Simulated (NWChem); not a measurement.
System: C$_{2}$H$_{6}$OSi; SMILES C=CO[SiH3]

Here is an NWChem input.

```
start job
memory heap 200 mb stack 900 mb global 1100 mb
geometry units angstroms noautoz
  C      0.073918     2.366326    -0.082867
  C     -0.351887     1.122783     0.135443
  O      0.452055     0.040589     0.034407
  Si    -0.034837    -1.561935    -0.036778
  H      1.107662     2.564684    -0.373945
  H     -0.615223     3.202921     0.035235
  H     -1.391968     0.920533     0.431605
  H     -0.552540    -1.900237    -1.395874
  H      1.170019    -2.373987     0.272017
  H     -1.113987    -1.803236     0.969678
end
basis spherical
  * library def2-tzvp
end
dft
  xc b3lyp
  iterations 150
  mulliken
end
task dft energy
```

Excerpt of the output:

```
             Northwest Computational Chemistry Package (NWChem) 7.3.0
             --------------------------------------------------------

 C1  symmetry detected

                             Geometry "geometry" -> ""
                             -------------------------

 Output coordinates in angstroms (scale by  1.889725989 to convert to a.u.)

  No.       Tag          Charge          X              Y              Z
 ---- ---------------- ---------- -------------- -------------- --------------
    1 C                    6.0000     0.10085778     2.36534655    -0.07916228
    2 C                    6.0000    -0.36436587     1.12536052     0.06702233
    3 O                    8.0000     0.43793512     0.03816055     0.11156672
    4 Si                  14.0000    -0.03949852    -1.56195073    -0.03647146
    5 H                    1.0000     1.17069020     2.55638750    -0.18714801
    6 H                    1.0000    -0.59292925     3.20639828    -0.08595556
    7 H                    1.0000    -1.44134653     0.93048958     0.17893055
    8 H                    1.0000    -0.31556736    -1.90436713    -1.46340650
    9 H                    1.0000     1.08821123    -2.37914768     0.48017218
   10 H                    1.0000    -1.27851147    -1.79197727     0.76831377

 Effective nuclear repulsion energy (a.u.)     157.9771380503

                                 NWChem DFT Module
                                 -----------------

 Summary of "ao basis" -> "ao basis" (spherical)
 ------------------------------------------------------------------------------
       Tag                 Description            Shells   Functions and Types
 ---------------- ------------------------------  ------  ---------------------
 C                         def2-tzvp                11       31   5s3p2d1f
 O                         def2-tzvp                11       31   5s3p2d1f
 Si                        def2-tzvp                13       37   5s5p2d1f
 H                         def2-tzvp                 4        6   3s1p

            General Information
            -------------------
          SCF calculation type: DFT
          Wavefunction type:  closed shell.
          No. of atoms     :    10
          No. of electrons :    40
           Alpha electrons :    20
            Beta electrons :    20
          Charge           :     0
          Spin multiplicity:     1
          Use of symmetry is: off; symmetry adaption is: off
          Maximum number of iterations: 150
          AO basis - number of functions:   166
                     number of shells:    70
          Convergence on energy requested:  1.00D-06
          Convergence on density requested:  1.00D-05
          Convergence on gradient requested:  5.00D-04

              XC Information
              --------------
                         B3LYP Method XC Potential
                     Hartree-Fock (Exact) Exchange  0.200
                        Slater Exchange Functional  0.800 local
                    Becke 1988 Exchange Functional  0.720 non-local
              Lee-Yang-Parr Correlation Functional  0.810
                  VWN I RPA Correlation Functional  0.190 local

             Grid Information
             ----------------
          Grid used for XC integration:  medium
          Radial quadrature: Mura-Knowles
          Angular quadrature: Lebedev.
          Tag              B.-S. Rad. Rad. Pts. Rad. Cut. Ang. Pts.
          ---              ---------- --------- --------- ---------
          C                   0.70       49          12.0       434
          O                   0.60       49          10.0       434
          Si                  1.10       88          12.0       590
          H                   0.35       45          14.0       434
          Grid pruning is: on
          Number of quadrature shells:   505
          Spatial weights used:  Erf1

      Superposition of Atomic Density Guess
      -------------------------------------

 Sum of atomic energies:        -441.96122935

      Non-variational initial energy
      ------------------------------

 Total energy =    -443.859767
 1-e energy   =    -920.929422
 2-e energy   =     319.092517
 HOMO         =      -0.290790
 LUMO         =       0.031123

     ---------------------------------------------
      Total Density - Mulliken Population Analysis
     ---------------------------------------------

    Atom       Charge   Shell Charges
 -----------   ------   -------------------------------------------------------
    1 C    6     6.56   0.86  1.12  0.57  0.66  0.12  1.29  1.38  0.51  0.01  0.02  0.01
    2 C    6     5.72   0.86  1.12  0.55  0.61  0.08  1.06  1.06  0.25  0.03  0.09  0.01
    3 O    8     8.59   0.79  1.18  0.58  0.95  0.22  1.98  2.18  0.68  0.00  0.02  0.00
    4 Si  14    13.44   2.00  0.59  1.39  0.85  0.45  4.11  1.73  0.49  1.16  0.39  0.12  0.12  0.03
    5 H    1     0.83   0.24  0.44  0.13  0.02
    6 H    1     0.82   0.23  0.44  0.12  0.02
    7 H    1     0.87   0.24  0.46  0.16  0.02
    8 H    1     1.06   0.23  0.55  0.27  0.01
    9 H    1     1.05   0.23  0.54  0.27  0.01
   10 H    1     1.05   0.23  0.54  0.28  0.01

   convergence    iter        energy       DeltaE   RMS-Dens  Diis-err
 ---------------- ----- ----------------- --------- --------- ---------
 d= 0,ls=0.0,diis     1   -444.5662120765 -6.03D+02  4.56D-03  8.90D-01
 d= 0,ls=0.0,diis     2   -444.5663823282 -1.70D-04  3.02D-03  7.41D-01
 d= 0,ls=0.0,diis     3   -444.6238618270 -5.75D-02  8.91D-04  1.59D-01
 d= 0,ls=0.0,diis     4   -444.6373700715 -1.35D-02  2.49D-04  2.40D-03
 d= 0,ls=0.0,diis     5   -444.6375467292 -1.77D-04  9.68D-05  9.21D-04
  Resetting Diis
 d= 0,ls=0.0,diis     6   -444.6376537022 -1.07D-04  2.06D-05  4.56D-05
 d= 0,ls=0.0,diis     7   -444.6376586537 -4.95D-06  5.07D-06  7.71D-07
 d= 0,ls=0.0,diis     8   -444.6376586468  6.89D-09  2.66D-06  7.54D-07

         Total DFT energy =     -444.637658646793
      One electron energy =     -924.567507216613
           Coulomb energy =      364.599370080389
    Exchange-Corr. energy =      -42.646659560890
 Nuclear repulsion energy =      157.977138050320

 Numeric. integr. density =       39.999988182877

                       DFT Final Molecular Orbital Analysis
                       ------------------------------------

 Vector   18  Occ=2.000000D+00  E=-3.490572D-01
              MO Center= -6.5D-02, -1.3D+00, -4.5D-01, r^2= 3.3D+00
   Bfn.  Coefficient  Atom+Function         Bfn.  Coefficient  Atom+Function
  ----- ------------  ---------------      ----- ------------  ---------------
   110      0.247348   4 Si pz              150     -0.243454   8 H  s
   151     -0.172050   8 H  s               149     -0.154921   8 H  s
   156      0.141501   9 H  s                70     -0.138432   3 O  pz
    39     -0.122736   2 C  pz               73     -0.115949   3 O  pz
   107      0.108164   4 Si pz              101     -0.106717   4 Si pz

 Vector   19  Occ=2.000000D+00  E=-3.316168D-01
              MO Center= -8.8D-02, -2.7D-01,  2.2D-01, r^2= 3.0D+00
   Bfn.  Coefficient  Atom+Function         Bfn.  Coefficient  Atom+Function
  ----- ------------  ---------------      ----- ------------  ---------------
    68      0.323396   3 O  px               71      0.267690   3 O  px
    74      0.189480   3 O  px              162      0.163760  10 H  s
   163      0.143687  10 H  s               144      0.142890   7 H  s
   108     -0.139293   4 Si px              145      0.134137   7 H  s
    37     -0.131903   2 C  px              161      0.105309  10 H  s

 Vector   20  Occ=2.000000D+00  E=-2.448864D-01
              MO Center=  1.3D-02,  1.4D+00, -2.3D-02, r^2= 2.4D+00
   Bfn.  Coefficient  Atom+Function         Bfn.  Coefficient  Atom+Function
  ----- ------------  ---------------      ----- ------------  ---------------
     8      0.292960   1 C  pz               11      0.252621   1 C  pz
    70     -0.243203   3 O  pz               39      0.223565   2 C  pz
    73     -0.203548   3 O  pz               42      0.197206   2 C  pz
    14      0.193870   1 C  pz               76     -0.176662   3 O  pz
    45      0.118358   2 C  pz              151     -0.085818   8 H  s

 Vector   21  Occ=0.000000D+00  E=-5.412915D-03
              MO Center= -1.6D-01, -1.7D+00, -8.1D-02, r^2= 4.5D+00
   Bfn.  Coefficient  Atom+Function         Bfn.  Coefficient  Atom+Function
  ----- ------------  ---------------      ----- ------------  ---------------
   112      1.199796   4 Si py               36     -0.543474   2 C  s
    67     -0.402791   3 O  s               157      0.375527   9 H  s
   109      0.275225   4 Si py              139      0.247883   6 H  s
    75      0.239740   3 O  py               12      0.232890   1 C  px
    44      0.232221   2 C  py              133     -0.218591   5 H  s

 Vector   22  Occ=0.000000D+00  E= 6.312365D-03
              MO Center= -9.5D-02,  1.2D+00, -9.6D-02, r^2= 4.2D+00
   Bfn.  Coefficient  Atom+Function         Bfn.  Coefficient  Atom+Function
  ----- ------------  ---------------      ----- ------------  ---------------
    45     -0.661038   2 C  pz               14      0.621450   1 C  pz
   163     -0.464678  10 H  s               111     -0.443846   4 Si px
    39     -0.303538   2 C  pz              113      0.294930   4 Si pz
    42     -0.277418   2 C  pz                5     -0.264029   1 C  s
   151      0.261324   8 H  s               157      0.259907   9 H  s

 Vector   23  Occ=0.000000D+00  E= 4.247057D-02
              MO Center= -6.6D-01, -9.9D-01,  1.0D-01, r^2= 5.4D+00
   Bfn.  Coefficient  Atom+Function         Bfn.  Coefficient  Atom+Function
  ----- ------------  ---------------      ----- ------------  ---------------
   157     -1.244711   9 H  s               145     -1.220331   7 H  s
   111      1.169266   4 Si px               36      0.988164   2 C  s
   113      0.865457   4 Si pz              151      0.775026   8 H  s
    43     -0.660613   2 C  px              163      0.268486  10 H  s
    44     -0.245455   2 C  py              112     -0.242608   4 Si py

     ---------------------------------------------
      Total Density - Mulliken Population Analysis
     ---------------------------------------------

    Atom       Charge   Shell Charges
 -----------   ------   -------------------------------------------------------
    1 C    6     6.30   0.85  1.12  0.53  0.63  0.12  1.34  1.17  0.50  0.01  0.02  0.00
    2 C    6     5.93   0.85  1.12  0.54  0.59  0.08  1.29  1.04  0.27  0.03  0.10  0.01
    3 O    8     8.32   0.79  1.18  0.58  0.92  0.27  1.93  1.95  0.68  0.00  0.03  0.00
    4 Si  14    13.61   2.00  0.57  1.40  0.90  0.37  4.13  1.68  0.62  1.25  0.29  0.18  0.18  0.05
    5 H    1     0.88   0.27  0.48  0.11  0.02
    6 H    1     0.88   0.27  0.49  0.10  0.02
    7 H    1     0.91   0.28  0.49  0.13  0.02
    8 H    1     1.06   0.25  0.54  0.25  0.01
    9 H    1     1.05   0.25  0.54  0.24  0.01
   10 H    1     1.06   0.25  0.54  0.26  0.01

     -------------------------------------------
      Total Density - Lowdin Population Analysis
     -------------------------------------------

    Atom       Charge   Shell Charges
 -----------   ------   -------------------------------------------------------
    1 C    6     6.25   0.91  1.04  0.37  0.36  0.19  1.14  1.34  0.66  0.02  0.19  0.03
    2 C    6     6.33   0.91  1.03  0.36  0.33  0.17  1.10  1.22  0.55  0.05  0.52  0.08
    3 O    8     7.88   0.87  1.09  0.51  0.53  0.27  1.78  1.86  0.89  0.00  0.07  0.00
    4 Si  14    13.78   2.00  0.83  1.09  0.54  0.33  3.85  1.87  0.71  1.14  0.59  0.19  0.47  0.16
    5 H    1     0.88   0.25  0.39  0.17  0.06
    6 H    1     0.87   0.25  0.39  0.17  0.06
    7 H    1     0.87   0.26  0.39  0.17  0.06
    8 H    1     1.05   0.25  0.48  0.30  0.02
    9 H    1     1.04   0.25  0.47  0.30  0.02
   10 H    1     1.05   0.25  0.47  0.30  0.02

     Multipole analysis of the density
     ---------------------------------

     L   x y z        total         alpha         beta         nuclear
     -   - - -        -----         -----         ----         -------
     0   0 0 0     -0.000000    -20.000000    -20.000000     40.000000

     1   1 0 0     -0.319385     -0.159693     -0.159693     -0.000000
     1   0 1 0     -0.259347     -0.129674     -0.129674      0.000000
     1   0 0 1     -0.024845     -0.012422     -0.012422      0.000000

     2   2 0 0    -24.206541    -28.408190    -28.408190     32.609839
     2   1 1 0     -0.341027     -0.209727     -0.209727      0.078427
     2   1 0 1     -0.286107      0.227234      0.227234     -0.740576
     2   0 2 0    -23.165739   -199.983604   -199.983604    376.801468
     2   0 1 1     -0.141502      0.213533      0.213533     -0.568567
     2   0 0 2    -26.238618    -18.868027    -18.868027     11.497435
```

Level: B3LYP/def2-TZVP. Coordinates come from a PBE0/def2-SVP optimisation.
